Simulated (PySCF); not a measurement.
1,1-dichlorocyclopropane (C₃H₄Cl₂), SMILES ClC1(Cl)CC1.

Coordinates come from a ωB97X-D3(BJ)/def2-SVP optimisation.

All values below come from TDA-PBE/def2-SVPD run with PySCF.

Vertical excitations. The molecule is in vacuum. State labels are in the subgroup C2v.

Estimate the UV-visible absorptions. (The exact figures need the calculation; the answer reports its results.)


| state | symmetry | energy (eV) | λ (nm) | f | main pairs |
|---|---|---|---|---|---|
| S1 | B2 | 5.86 | 211 | 0.000 | HOMO→LUMO 98 % |
| S2 | A2 | 6.08 | 204 | 0.000 | HOMO→LUMO+1 97 % |
| S3 | A1 | 6.72 | 184 | 0.001 | HOMO−1→LUMO+1 65 %, HOMO−2→LUMO 35 % |
| S4 | B1 | 6.75 | 184 | 0.041 | HOMO−1→LUMO 97 % |
| S5 | B2 | 6.83 | 182 | 0.054 | HOMO→LUMO+2 100 % |
| S6 | A2 | 6.90 | 180 | 0.000 | HOMO−3→LUMO 96 % |
| S7 | A1 | 6.97 | 178 | 0.017 | HOMO−2→LUMO 62 %, HOMO−1→LUMO+1 34 % |
| S8 | B2 | 7.15 | 173 | 0.004 | HOMO−3→LUMO+1 98 % |
| S9 | B1 | 7.16 | 173 | 0.057 | HOMO−2→LUMO+1 96 % |
| S10 | A1 | 7.45 | 166 | 0.000 | HOMO→LUMO+3 98 % |
| T1 | B2 | 5.36 | 231 | 0 | HOMO→LUMO 99 % |
| T2 | A2 | 5.68 | 218 | 0 | HOMO→LUMO+1 98 % |
| T3 | B1 | 6.04 | 205 | 0 | HOMO−1→LUMO 98 % |
| T4 | A1 | 6.38 | 194 | 0 | HOMO−2→LUMO 65 %, HOMO−1→LUMO+1 33 % |
Triplets are in the Tamm–Dancoff approximation.
